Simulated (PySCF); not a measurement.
Steps of a relaxation of [Tb(CH3)2]+

[Tb(CH3)2]+ (singlet in the valence; each metal's 4f electrons, 8 of them, lie in its core potential, out of spins and levels). PySCF 2.14.0, RKS PBE0, Tb lcecp-1-SVP with ECP54, C def2-SVP, H def2-SVP; non-relativistic Hamiltonian with scalar-relativistic core potentials where named; density fitting; no spin-orbit coupling. Origin of the start: displaced along the imaginary mode. Columns: position (Å) and force (eV/Å). Energies are counted from the last step; some of the 5 steps are shown. Forces carry noise of the integration grid, about 0.01 to 0.03 eV/Å.

Run from Python with OMP_NUM_THREADS=2. Where DIIS fails, smearing, a level shift and second-order steps follow.
It took 36 s on 2 threads of Intel(R) Xeon(R) Platinum 8259CL CPU @ 2.50GHz (Skylake/Cascade Lake), with other jobs on the host, from the converged density of the start.

```xyz
9
step 0  E = 0.062 eV
Tb    0.0000    0.0000   -0.2433     0.00    0.00    0.03
C     1.7278   -0.0172    1.2294     0.43   -0.02    0.49
H     2.7287    0.2141    0.7580    -0.62   -0.15    0.37
H     1.5353    0.7425    2.0477     0.19   -0.55   -0.55
H     1.8100   -1.0258    1.7406    -0.01    0.72   -0.33
C    -1.7278    0.0172    1.2294    -0.43    0.02    0.49
H    -2.7287   -0.2141    0.7580     0.62    0.15    0.37
H    -1.5353   -0.7425    2.0477    -0.19    0.55   -0.55
H    -1.8100    1.0258    1.7406     0.01   -0.72   -0.33
```

```xyz
9
step 1  E = 0.000 eV
Tb    0.0000    0.0000   -0.2456     0.00    0.00    0.07
C     1.7292   -0.0175    1.2289     0.00    0.00    0.00
H     2.7144    0.2088    0.7781    -0.01    0.00    0.00
H     1.5509    0.7206    2.0350    -0.01    0.01   -0.02
H     1.8188   -0.9991    1.7349    -0.01   -0.01   -0.02
C    -1.7292    0.0175    1.2289     0.00    0.00    0.00
H    -2.7144   -0.2088    0.7781     0.01    0.00    0.00
H    -1.5509   -0.7206    2.0350     0.01   -0.01   -0.02
H    -1.8188    0.9991    1.7349     0.01    0.01   -0.02
```

```xyz
9
step 3  E = 0.000 eV
Tb    0.0000    0.0000   -0.2412     0.00    0.00    0.03
C     1.7289   -0.0182    1.2304     0.00    0.00   -0.01
H     2.7123    0.2113    0.7780     0.00    0.00    0.00
H     1.5494    0.7199    2.0359     0.00   -0.01    0.00
H     1.8192   -1.0027    1.7304     0.00    0.00    0.00
C    -1.7289    0.0182    1.2304     0.00    0.00   -0.01
H    -2.7123   -0.2113    0.7780     0.00    0.00    0.00
H    -1.5494   -0.7199    2.0359     0.00    0.01    0.00
H    -1.8192    1.0027    1.7304     0.00    0.00    0.00
```

**Question.** Where does the relaxation end?

**Answer.** It converges at step 4 in C2:
```xyz
9
step 4  E = 0
Tb    0.0000    0.0000   -0.2392
C     1.7292   -0.0184    1.2305
H     2.7116    0.2133    0.7774
H     1.5483    0.7171    2.0379
H     1.8201   -1.0040    1.7279
C    -1.7292    0.0184    1.2305
H    -2.7116   -0.2133    0.7774
H    -1.5483   -0.7171    2.0379
H    -1.8201    1.0040    1.7279
```

**Question.** How did the contacts change?

**Answer.** 
| contact | start (Å) | end (Å) |
| --- | --- | --- |
| Tb1–C2 (CH3) | 2.270 | 2.269 |
| Tb1–C6 (CH3) | 2.270 | 2.269 |


An lcecp potential fixes the number of 4f electrons, so in runs with it no electron can move into or out of that shell.
